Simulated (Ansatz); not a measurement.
Consider the formal exchange of groups at the Si–C bond: `C[SiH](O)C=O` + `O/C(F)=C\Br` → `O=C[SiH](O)O` + `C/C(F)=C/Br`.

Gas-phase electronic energies from Ansatz, PBE0-D4/def2-TZVP geometries. CCSD(T)/CBS adds triple-zeta CCSD(T) − MP2 to the extrapolated MP2 energy (def2 sets, frozen cores). Double bonds are as drawn, so ΔE can hold a change between cis and trans. DFT in def2-TZVPP. For Br outer-core shells are correlated without core-valence functions, which leaves a few kJ/mol of doubt a bond. Scalar relativity is left out up to krypton. Each species was taken in one conformer, which may not be the lowest.

| species | r2SCAN-D4 energy (Eh) |
| --- | --- |
| `C[SiH](O)C=O` | -519.76294 |
| `O/C(F)=C\Br` | -2826.58579 |
| `O=C[SiH](O)O` | -555.72727 |
| `C/C(F)=C/Br` | -2790.66495 |

Work out ΔE.

ΔE = (-555.72727) + (-2790.66495) − (-519.76294) − (-2826.58579) = -0.04349 Eh = -1.18 eV. CCSD(T)/CBS gives -1.33 eV.

Largest T1 diagnostic among the species: 0.014.

In def2-TZVPP, CCSD(T) changes the Hartree–Fock value by +0.07 eV (the triples alone add +0.02 eV) and MP2 by +0.03 eV. From PBE to PBE0 (25 % exact exchange), in def2-TZVPP and without D4, ΔE moves by −0.05 eV.
